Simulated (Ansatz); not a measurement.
Reaction (formal exchange of groups at the Si–Si bond): `N[Si]([SiH3])(Cl)Cl` + CH₄ → `C[Si](N)(Cl)Cl` + SiH₄

Calculated with Ansatz (gas phase, PBE0-D4/def2-TZVP geometries, no zero-point term in ΔE). CCSD(T)/CBS is the MP2 limit (def2-TZVPP, def2-QZVPP) plus CCSD(T) − MP2 in def2-TZVPP, frozen cores. This one scheme is used for every species. Functionals use def2-TZVPP. Each species was taken in one conformer, which may not be the lowest.

Is it downhill or uphill in electronic energy at CCSD(T)/CBS, and by how much? (An estimate is asked.)

Ansatz gave: Downhill: ΔE = -9.8 kJ/mol.

What do these levels give: revPBE-D4, B97M-V, B2PLYP, revPBE, PBE0, HF/def2-TZVPP? (Best estimate.)

The calculation gave: revPBE-D4 1.9, B97M-V -6.7, B2PLYP -11.0, revPBE 3.9, PBE0 -2.8, HF/def2-TZVPP -19.8 kJ/mol.

Largest T1 diagnostic among the species: 0.011.

Leaving LDA and LC-ωPBE aside and taking each functional with its dispersion term where it has one, the values, not all of them listed here, spread over 19.5 kJ/mol, from ωB97M-V to PBE-D4. LDA lies −5.4 kJ/mol from PBE without D4. From BLYP to BHLYP (50 % exact exchange), in def2-TZVPP and without D4, ΔE moves by −10.4 kJ/mol. In def2-TZVPP, CCSD(T) changes the Hartree–Fock value by +7.4 kJ/mol (the triples alone add +1.6 kJ/mol) and MP2 by +3.5 kJ/mol.
